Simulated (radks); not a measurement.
The numbers below are computed, except where a source is named.
Species: Sr VI. Configuration: [Ar] 3d10 4s2 4p3. Level of theory: non-relativistic Kohn-Sham, PBE, spin-polarised, spherical densities, point nucleus; open shells are filled with parallel spins first (spin-orbit coupling, left out, can overturn this in heavy ions); relativity is left out, which matters for an element this heavy (a radial shooting solver on a logarithmic mesh with Libxc functionals).

Unscreened Slater integrals over Kohn-Sham orbitals (eV). They are taken over the spin-up orbitals. Empty in this configuration: 4d.

| integral | value |
|---|---|
| F0(4p,4p) | 17.443 |
| F2(4p,4p) | 9.3277 |
| F0(4p,4s) | 18.115 |
| G1(4p,4s) | 12.446 |
| F0(4p,3d) | 22.391 |
| F2(4p,3d) | 5.2566 |
| G1(4p,3d) | 1.7581 |
| G3(4p,3d) | 1.6772 |
| F0(4p,3p) | 22.346 |
| F2(4p,3p) | 5.3080 |
| G0(4p,3p) | 1.3739 |
| G2(4p,3p) | 1.6274 |
| F0(4p,4d) | 15.575 |
| F2(4p,4d) | 7.9494 |
| G1(4p,4d) | 9.9208 |
| G3(4p,4d) | 6.1635 |
| F0(4s,4s) | 18.891 |
| F0(4s,3d) | 23.937 |
| G2(4s,3d) | 2.0340 |
| F0(4s,3p) | 23.890 |
| G1(4s,3p) | 1.8690 |
| F0(4s,4d) | 16.022 |
| G2(4s,4d) | 7.3054 |
| F0(3d,3d) | 50.243 |
| F2(3d,3d) | 24.458 |
| F4(3d,3d) | 15.474 |
| F0(3d,3p) | 49.219 |
| F2(3d,3p) | 23.736 |
| G1(3d,3p) | 28.127 |
| G3(3d,3p) | 17.689 |
| F0(3d,4d) | 18.891 |
| F2(3d,4d) | 3.7133 |
| F4(3d,4d) | 1.6512 |
| G0(3d,4d) | 1.3237 |
| G2(3d,4d) | 1.4523 |
| G4(3d,4d) | 1.0827 |
| F0(3p,3p) | 48.833 |
| F2(3p,3p) | 24.586 |
| F0(3p,4d) | 18.794 |
| F2(3p,4d) | 3.5849 |
| G1(3p,4d) | 0.93780 |
| G3(3p,4d) | 0.87754 |
| F0(4d,4d) | 14.255 |
| F2(4d,4d) | 7.4453 |
| F4(4d,4d) | 4.9830 |

Derived for the open shells (J is the average intra-shell exchange parameter used in DFT+U). 4p: J = F2/5 = 1.866 eV.
